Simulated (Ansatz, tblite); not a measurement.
Forces on Sr₅Te₅⁺ at its r2SCAN-D4/def2-SVP geometry. The state is a doublet with charge 1.

In the def2 sets Sr, Te take a core potential; there is no spin–orbit coupling. The xTB rows come from tblite. The structure comes from a short search, and lower isomers may exist.

GFN1-xTB (tblite), largest force 1.28 eV/Å:

```xyz
10
positions Å, forces eV/Å
Sr   -0.680   -2.025   -0.132   -0.273    0.326   -0.503
Sr    0.311    2.689   -0.531   -0.060   -0.367    0.054
Sr   -2.099    0.258   -2.726    0.120   -0.653    0.325
Sr    3.055   -0.207    0.501   -0.515    0.086    0.039
Sr   -0.143    0.678    3.035    0.150   -0.100   -0.489
Te    1.083    0.028   -2.198   -0.307    0.066    0.794
Te    2.185    2.509    1.894   -0.389   -0.632   -0.273
Te    1.264   -2.045    2.322   -0.195    0.634   -0.474
Te   -2.740   -2.829   -2.597    0.666    0.899    0.625
Te   -2.237    0.944    0.433    0.802   -0.259   -0.098
```

GFN2-xTB (tblite), largest force 0.85 eV/Å:

```
Sr -0.385 -0.381 -0.378
Sr -0.175 -0.329 -0.115
Sr -0.298 -0.626 -0.173
Sr -0.378 0.220 0.089
Sr 0.212 0.051 -0.390
Te 0.202 0.192 0.318
Te 0.073 -0.133 0.131
Te 0.092 0.103 0.084
Te 0.340 0.747 0.217
Te 0.317 0.155 0.216
```

r2SCAN-D4/def2-SVP (Ansatz), largest force 0.02 eV/Å:

```
Sr 0.005 0.004 0.001
Sr 0.002 -0.008 0.007
Sr 0.004 0.007 -0.002
Sr -0.017 0.008 0.007
Sr 0.011 0.001 -0.014
Te -0.006 -0.002 -0.001
Te 0.002 -0.004 0.003
Te 0.000 0.001 -0.001
Te 0.001 -0.002 0.007
Te -0.001 -0.004 -0.006
```
